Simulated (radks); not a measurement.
Values are calculated unless marked as measured or tabulated.
Problem. In, 49 electrons, occupied as [Kr] 4d10 5s2 5p1. Level of theory: scalar-relativistic Kohn-Sham, r2SCAN, spin-polarised, spherical densities, finite nucleus; open shells are filled with parallel spins first (spin-orbit coupling, left out, can overturn this in heavy ions); meta-GGA in the generalised Kohn-Sham scheme; Fermi nuclear charge, rms radius 4.6156 fm (a radial shooting solver on a logarithmic mesh with Libxc functionals). Some entries of the table are withheld. Estimate them.

orbital  occ.  eigenvalue (Ry)  <r> (bohr)  <1/r> (bohr^-1)
1s up       1        -2043.699     0.02972            51.85
1s down     1        -2043.698     0.02972            51.85
2s down     1        -307.1072      0.1285            11.83
2s up       1        -307.1069      0.1285            11.83
2p up       3        -275.4276      0.1122            11.38
2p down     3        -275.4271      0.1122            11.38
3s up       1        -58.72657      0.3478            4.195
3s down     1        -58.72604      0.3478            4.195
3p up       3        -48.27387      0.3466            3.989
3p down     3        -48.27313      0.3466            3.989
3d up       5        -32.08089      0.3243            3.753
3d down     5        -32.08026      0.3243            3.753
4s up       1         -9.03509      0.8504            1.624
4s down     1         -9.03374      0.8505            1.623
4p up       3         -5.91107      0.9236            1.470
4p down     3         -5.91016      0.9236            1.470
4d up       5         -1.41217       1.183            1.136
4d down     5         -1.40794       1.177            1.140
5s up       1         -0.64606       2.660           0.4831
5s down     1         -0.58911       2.594           0.4959
5p up       1         -0.21096       3.625              (1)
5p down     0         -0.11799       3.292              (2)

Solution. 
(1) 5p up <1/r> (bohr^-1): 0.3507
(2) 5p down <1/r> (bohr^-1): 0.3818
